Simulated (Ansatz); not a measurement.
# How methods differ on InH2F (SMILES [F][InH2])

The species is InH2F (4 atoms), meant as a singlet with charge 0. As SMILES, `[F][InH2]`. The shape is that of a PBE0-D4/def2-TZVP optimisation.

Each level gives the electronic atomisation energy (eV). The values are calculated. Electronic energies at fixed atoms, without zero-point motion or spin-orbit coupling.

```json
{"level": "HF/STO-3G", "kind": "Hartree–Fock", "program": "Ansatz", "value (eV)": "9.75", "less FCI/STO-3G": "-1.33", "CPU time (all runs)": "0.6 s"}
{"level": "revPBE/STO-3G", "kind": "GGA", "program": "Ansatz", "value (eV)": "14.17", "less FCI/STO-3G": "+3.09", "CPU time (all runs)": "3.6 s"}
{"level": "B3LYP/STO-3G", "kind": "global hybrid", "program": "Ansatz", "value (eV)": "14.00", "less FCI/STO-3G": "+2.92", "CPU time (all runs)": "3.4 s"}
{"level": "wB97X/STO-3G", "kind": "range-separated hybrid", "program": "Ansatz", "value (eV)": "13.66", "less FCI/STO-3G": "+2.58", "CPU time (all runs)": "11 s"}
{"level": "B2PLYP/STO-3G", "kind": "double hybrid", "program": "Ansatz", "value (eV)": "12.78", "less FCI/STO-3G": "+1.70", "CPU time (all runs)": "3.4 s"}
{"level": "CCSD(T)/STO-3G", "kind": "coupled cluster or CI", "program": "Ansatz", "value (eV)": "11.05", "less FCI/STO-3G": "-0.03", "CPU time (all runs)": "0.91 s"}
{"level": "CCSDTQ/STO-3G", "kind": "coupled cluster or CI", "program": "Ansatz", "value (eV)": "11.08", "less FCI/STO-3G": "0.00", "CPU time (all runs)": "53 s"}
{"level": "FCI/STO-3G", "kind": "exact in the basis", "program": "Ansatz", "value (eV)": "11.08", "less FCI/STO-3G": "0.00", "CPU time (all runs)": "7.3 s"}
```

FCI/STO-3G is exact within its basis and frozen core, so for wave-function methods in that basis the difference is their error; functionals converge differently with the basis, so for them it is only a difference. All-electron rows without a relativistic Hamiltonian named are non-relativistic. The values span 9.75 to 14.17 eV. All rows use very small basis sets, so none should be taken for the real molecule's value. In the correlated wave-function rows the outer d shell of In is correlated, in sets not made for it. Times are those of the runs behind each value, whatever else they computed, on shared processors of several kinds: orders of magnitude only.
